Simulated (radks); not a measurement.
Species: neutral europium. Configuration: [Xe] 4f7 6s1.75 5d0.25 (fractional occupations, a model configuration). Method: scalar-relativistic Kohn-Sham, r2SCAN, spin-polarised, spherical densities, finite nucleus; open shells are filled with parallel spins first (spin-orbit coupling, left out, can overturn this in heavy ions); meta-GGA in the generalised Kohn-Sham scheme; Fermi nuclear charge, rms radius 5.1115 fm; computed with a radial shooting solver on a logarithmic mesh with Libxc functionals.

Normalised radial functions P(r) = r R(r), r in bohr:

| r | 4f up | 6s down | 5d down |
|---|---|---|---|
| 0.004444 | 0.0000 | 0.0297 | 0.0001 |
| 0.00612 | 0.0000 | 0.0347 | 0.0002 |
| 0.008361 | 0.0000 | 0.0381 | 0.0004 |
| 0.01142 | 0.0000 | 0.0381 | 0.0010 |
| 0.0156 | 0.0001 | 0.0323 | 0.0023 |
| 0.02132 | 0.0004 | 0.0179 | 0.0050 |
| 0.02936 | 0.0013 | -0.0067 | 0.0109 |
| 0.04011 | 0.0039 | -0.0362 | 0.0220 |
| 0.05479 | 0.0111 | -0.0588 | 0.0413 |
| 0.07485 | 0.0293 | -0.0549 | 0.0698 |
| 0.1023 | 0.0718 | -0.0105 | 0.1022 |
| 0.1397 | 0.1598 | 0.0573 | 0.1204 |
| 0.1924 | 0.3217 | 0.0885 | 0.0932 |
| 0.2628 | 0.5531 | 0.0240 | 0.0025 |
| 0.3591 | 0.8126 | -0.0936 | -0.1208 |
| 0.4906 | 1.0041 | -0.1225 | -0.1880 |
| 0.6702 | 1.0257 | 0.0126 | -0.1180 |
| 0.9156 | 0.8765 | 0.1835 | 0.0742 |
| 1.261 | 0.6349 | 0.1928 | 0.2988 |
| 1.723 | 0.4009 | -0.0078 | 0.4437 |
| 2.353 | 0.2197 | -0.2763 | 0.4785 |
| 3.215 | 0.1049 | -0.4739 | 0.4518 |
| 4.392 | 0.0446 | -0.5043 | 0.3907 |
| 6 | 0.0157 | -0.3681 | 0.3007 |
| 8.263 | 0.0039 | -0.1711 | 0.1736 |
| 11.29 | 0.0006 | -0.0467 | 0.0598 |
| 15.42 | 0.0001 | -0.0068 | 0.0131 |

4f up: eigenvalue -4.092 eV, 0 radial nodes, <r> = 0.947 bohr, 90 % of the charge inside 1.65 bohr. 6s down: eigenvalue -3.122 eV, 5 radial nodes at r = 0.0272, 0.108, 0.281, 0.656, 1.71 bohr, <r> = 4.68 bohr, 90 % of the charge inside 6.95 bohr. 5d down (empty): eigenvalue -0.596 eV, 2 radial nodes at r = 0.265, 0.823 bohr, <r> = 4.04 bohr, 90 % of the charge inside 6.98 bohr.
